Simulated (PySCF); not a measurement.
# MoN₂ + Br₂ → MoBr₂ + N₂

Level: PBE0 in the def2-TZVP basis family, computed in PySCF with density fitting; scalar-relativistic core potentials for atoms from Rb on, none lighter, no spin–orbit coupling; open shells unrestricted.

| species | state and structure | E (Eh) | ZPE (kJ/mol) | H(298 K) − H(0) (kJ/mol) | S° (J/(mol K)) |
| --- | --- | --- | --- | --- | --- |
| MoN₂ | singlet, C2v, Mo–N 1.652 Å (×2); N–Mo–N 104.4° | -177.49392 | 15.5 | 10.7 | 262.1 |
| Br₂ | singlet, D∞h, Br–Br 2.281 Å | -5147.70672 | 2.0 | 9.7 | 244.8 |
| MoBr₂ | quintet, C2v, Mo–Br 2.409 Å (×2); Br–Mo–Br 131.5° | -5215.97564 | 3.6 | 14.5 | 340.3 |
| N₂ | singlet, D∞h, N–N 1.089 Å | -109.44629 | 14.9 | 8.7 | 191.4 |

Q: What is the electronic reaction energy?

A: At PBE0/def2-TZVP, ΔE = -581.0 kJ/mol from the differences of the total energies times 2625.5, downhill. 

Q: Add zero-point, thermal and entropy terms for 298.15 K and 1 bar.

A: ΔZPE = 1.0 and Δ[H(298) − H(0)] = 2.8 kJ/mol give ΔH° = -577.2 kJ/mol. ΔS° = 24.8 J/(mol K), so ΔG° = -577.2 − 298.15 × (0.0248) = -585 kJ/mol.

Open d or f shells are single determinants, so the state found may not be the ground state. Each species is the lowest minimum found with this bonding; other isomers or fragments can lie lower.
